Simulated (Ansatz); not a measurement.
Calculated with Ansatz (gas phase, PBE0-D4/def2-TZVP geometries, no zero-point term in ΔE). CCSD(T)/CBS adds triple-zeta CCSD(T) − MP2 to the extrapolated MP2 energy (def2 sets, frozen cores). DFT in def2-TZVPP. Each species was taken in one conformer, which may not be the lowest.

Reaction (formal exchange of groups at the Si–S bond): `S[SiH2]S` + `C=NC[SiH3]` → `[SiH3][SiH2]S` + `C=NCS`

```tsv
level	ΔE (kJ/mol)
r2SCAN-D4	97.5
revPBE	85.9
```

Question: What does CCSD(T)/CBS give? (An estimate is asked.)

Answer: Computed: +98.2 kJ/mol. The listed levels differ from it by -0.7, -12.3 kJ/mol.

Largest T1 diagnostic among the species: 0.012.

From BLYP to BHLYP (50 % exact exchange), in def2-TZVPP and without D4, ΔE moves by +8.1 kJ/mol. At CCSD(T), def2-SVP lies −8.9 kJ/mol from the extrapolated value and def2-TZVPP −2.4 kJ/mol. Leaving LDA and LC-ωPBE aside and taking each functional with its dispersion term where it has one, the values, not all of them listed here, spread over 14.9 kJ/mol, from PBE-D4 to ωB97M-V.
